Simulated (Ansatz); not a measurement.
Molecule: BeO (charge 0, singlet). SMILES: [Be]=[O]
Geometry: optimised at B3LYP-D3(BJ)/def2-TZVP (Ansatz, a program for electronic structure).

Property: vertical electron affinity (to the doublet state of charge -1; a negative value means that the extra electron is unbound and the number depends on the basis; each state is the SCF solution reached for its spin; for the singlet T1 is 0.039), in eV. Valence correlation only, unless marked. UHF or UKS for open shells. No spin-orbit coupling. Non-relativistic. Anions need diffuse functions: def2-D sets add few. CBS marks a two-point X^-3 extrapolation of the correlation energy; Hartree-Fock from the larger set.

| level | program | vertical electron affinity (eV) |
|---|---|---|
| PBE/def2-TZVPD | Ansatz | 2.16 |
| r2SCAN/def2-TZVPD | Ansatz | 2.25 |
| BHLYP/def2-TZVPD | Ansatz | 2.18 |
| wB97X-V/def2-TZVPD | Ansatz | 2.14 |
| wB97X/def2-TZVPD | Ansatz | 2.03 |
| CCSD/CBS(def2-TZVPPD,def2-QZVPPD) | Ansatz | 2.12 |
| CCSD(T)/def2-SVPD | Ansatz | 2.04 |
| CCSD(T)/def2-QZVPPD | Ansatz | 2.09 |
| CCSD(T)/CBS(def2-TZVPPD,def2-QZVPPD) | Ansatz | 2.10 |
